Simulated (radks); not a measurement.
Numerical settings for the selenium ion Se+, [Ar] 3d10 4s2 4p3. Calculated with a radial shooting solver on a logarithmic mesh with Libxc functionals: scalar-relativistic Kohn-Sham, LDA (Slater exchange, Perdew-Wang correlation), spin-polarised, spherical densities, point nucleus; open shells are filled with parallel spins first. The defaults (mesh step 0.008 in ln r, mesh end at 40 bohr or more with all orbitals vanishing there, Anderson mixing 0.5 over 9 steps, residual threshold near 1e-9 with the energy settled to 1e-9 hartree or 1e-11 of itself, here a cap of 78 iterations) give E = -2426.4486 hartree and 4p at -16.434 eV in 15 iterations. Run on one thread of a shared host, so times are rough (Arm Neoverse V2): 0.17 s of CPU time, 0.17 s wall, 15 iterations on 2546 mesh points. Changes against that run (0 stands for a change within the tolerance of the run):

| setting | iterations | converged | E (mhartree) | e(4p) (meV) | CPU (s) |
|---|---|---|---|---|---|
| mesh step in ln r 0.05 | 15 | yes | +0.00746 | 0 | 0.03 |
| mesh step in ln r 0.005 | 15 | yes | 0 | 0 | 0.26 |
| mesh step in ln r 0.08 | 11 | no | diverged | - | 0.03 |
| mesh end (bohr) 400 | 15 | yes | 0 | 0 | 0.17 |
| mesh end (bohr) 2 | 14 | level above zero | +7.36e+03 | +6.02e+04 | 0.13 |
| residual threshold 1e-13 | 21 | yes | 0 | 0 | 0.2 |
| residual threshold 0.001 | 11 | yes | 0 | -0.0178 | 0.14 |
| mixing 2.5 | 15 | yes | 0 | 0 | 0.17 |
| linear mixing, mixing 0.8 | 78 | no | 0 | 0 | 0.72 |
| linear mixing, mixing 0.5 | 30 | yes | 0 | 0 | 0.26 |
| mixing history 2 | 18 | yes | 0 | 0 | 0.18 |
| iteration cap 8 | 8 | no | -0.000654 | -1.77 | 0.1 |

Settled on a wrong energy, with an occupied level pushed above zero by the early mesh end: mesh end (bohr) 2 (+7.36 hartree). Apart from these: no run marked as converged misses the energy by more than 1 mhartree. A mesh that ends early acts as a hard wall.
